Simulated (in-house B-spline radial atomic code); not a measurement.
A fraction x of an electron is removed from 5s in the tellurium ion Te⁴⁺, starting from [Kr] 4d10 5s2 and keeping the highest spin. Level of theory: scalar-relativistic (X2C) PBEsol, spin-polarised, spherical fractional occupations, Fermi nucleus of rms radius 4.7423 fm; calculated with a radial B-spline atomic code at the basis-set limit.

```tsv
x	E(x) - E(0) (eV)	5s down level (eV)
0	0.0000	-53.280
0.01	0.5333	-53.388
0.18	9.7664	-55.235
0.27	14.7815	-56.213
0.4	22.1810	-57.625
0.5	27.9978	-58.711
0.51	28.5854	-58.820
0.72	41.1775	-61.106
0.85	49.2135	-62.526
0.91	52.9847	-63.179
1	58.7143	-
```

The exact functional would give a straight line between the two integer points. Deviations E(x) - E(0) - x[E(1) - E(0)], in eV: -0.054 at x = 0.01, -0.802 at x = 0.18, -1.071 at x = 0.27, -1.305 at x = 0.4, -1.359 at x = 0.5, -1.359 at x = 0.51, -1.097 at x = 0.72, -0.694 at x = 0.85, -0.445 at x = 0.91.

The curve lies below the straight line by up to 1.359 eV (at x = 0.5): convex, the delocalisation error that favours fractional charges.

Problem. How well does Slater's transition state (minus the level at half occupation) give the ionisation energy?

Solution. It gives 58.711 eV against 58.714 eV from the two total energies; NIST lists 59.30 eV, ground level to ground level.
